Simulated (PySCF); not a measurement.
SMILES [SiH2](CSC)B(O)O (C₂H₉BO₂SSi) (GFN2-xTB optimised geometry):

```
16

C      2.097    -1.300     0.000
S      0.279    -1.300     0.000
C     -0.024     0.494     0.000
Si    -1.910     0.866    -0.154
B     -2.691    -0.124    -1.682
O     -2.213    -1.282    -2.204
O     -3.805     0.388    -2.251
H      2.459    -0.799    -0.894
H      2.416    -2.337     0.004
H      2.455    -0.794     0.893
H      0.392     0.895     0.922
H      0.532     0.910    -0.840
H     -2.459     0.512     1.168
H     -1.950     2.337    -0.211
H     -1.430    -1.659    -1.797
H     -4.157    -0.133    -2.978
```

Computed with B3LYP/def2-TZVP (PySCF 2.14.0).

What are the frontier orbital energies and the dipole moment?

HOMO-2 -8.62 eV, HOMO-1 -8.08 eV, HOMO -6.43 eV, LUMO -0.48 eV, LUMO+1 0.04 eV; dipole moment 2.21 D.

On the same geometry PySCF with PBE/def2-TZVP gives HOMO-2 -7.55 eV, HOMO-1 -6.96 eV, HOMO -5.43 eV, LUMO -1.17 eV, LUMO+1 -0.64 eV; dipole moment 2.22 D.

Meta-Löwdin charges at B3LYP/def2-TZVP: C1 -0.39, S2 0.04, C3 -0.49, Si4 0.48, B5 0.26, O6 -0.52, O7 -0.51, H8 0.12, H9 0.14, H10 0.12, H11 0.12, H12 0.12, H13 -0.09, H14 -0.09, H15 0.35, H16 0.35.
